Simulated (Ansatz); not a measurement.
Input and output for C$_{8}$H$_{16}$ (`C[C@@H]1CCCC[C@H]1C`).

```yaml
crystal:
  periodic: [false, false, false]
  atoms:
    - {symbol: C, position_ang: [1.027729, -1.336154, -1.453822]}
    - {symbol: C, position_ang: [0.987466, -0.600930, -0.120059]}
    - {symbol: C, position_ang: [0.008095, -1.255050, 0.858192]}
    - {symbol: C, position_ang: [-1.448443, -1.024919, 0.476239]}
    - {symbol: C, position_ang: [-1.747301, 0.460636, 0.331643]}
    - {symbol: C, position_ang: [-0.794245, 1.116252, -0.659421]}
    - {symbol: C, position_ang: [0.677651, 0.894916, -0.300875]}
    - {symbol: C, position_ang: [1.089665, 1.710015, 0.918531]}
    - {symbol: H, position_ang: [0.066244, -1.310041, -1.971422]}
    - {symbol: H, position_ang: [1.770584, -0.890941, -2.121013]}
    - {symbol: H, position_ang: [1.293733, -2.387042, -1.311586]}
    - {symbol: H, position_ang: [1.990966, -0.674661, 0.317821]}
    - {symbol: H, position_ang: [0.176445, -0.852791, 1.863396]}
    - {symbol: H, position_ang: [0.219708, -2.327526, 0.920982]}
    - {symbol: H, position_ang: [-1.671788, -1.533069, -0.468992]}
    - {symbol: H, position_ang: [-2.105299, -1.474920, 1.226685]}
    - {symbol: H, position_ang: [-1.659353, 0.944872, 1.311103]}
    - {symbol: H, position_ang: [-2.781677, 0.612016, 0.008712]}
    - {symbol: H, position_ang: [-0.994202, 2.190790, -0.725097]}
    - {symbol: H, position_ang: [-0.989530, 0.709300, -1.657840]}
    - {symbol: H, position_ang: [1.280927, 1.252328, -1.144973]}
    - {symbol: H, position_ang: [0.542382, 1.417739, 1.817477]}
    - {symbol: H, position_ang: [0.905165, 2.775273, 0.755625]}
    - {symbol: H, position_ang: [2.155080, 1.583894, 1.128717]}
basis:
  gaussian: {orbitals: aug-pcseg-2, fitting: {mean_field: cc-pVTZ-jkfit}}
magnetization: {spin_polarized: true, initial_magnetization: 2}
hamiltonian: {xc: {name: SPW92}}
```

```sh
$ ansatz run in.yaml --threads 4 --pin off --events-out ev --progress --plain --max-ram 66560MiB --backend cuda --devices 0, --max-vram 37GiB
```

Shortened log:

```
Functional definition: SPW92
1112 factors; integrals over basis functions are off by at most 7.8e-1 eV
mean field evaluation 1: about -8427.9467 eV, gradient 9.2e1 eV
mean field evaluation 2: about -7931.8421 eV, gradient 2.8e2 eV
mean field evaluation 4: about -8457.0623 eV, gradient 5.4e1 eV
mean field evaluation 8: about -8473.5960 eV, gradient 1.1e0 eV
mean field evaluation 16: about -8473.6211 eV, gradient 6.6e-3 eV
mean field evaluation 32: about -8473.6211 eV, gradient 9.7e-6 eV
mean field -8473.62108182 eV, -311.3998311302 hartree, gradient 9.7e-6 eV, S^2 2.000371; 10 other end points of the search recorded, 3 dependent functions left out
reference -8473.62112834 eV, -311.3998328397 hartree; 33, 31 occupied and 700, 702 virtual orbitals, 1112 factors
Total energy: -8473.62112834 eV, -311.3998328397 hartree
```

Hardware: 4 threads of an AMD EPYC 7R13 on a shared host and a share of an NVIDIA H100 80 GB. Wall time 20 s, peak host memory 2 GiB.
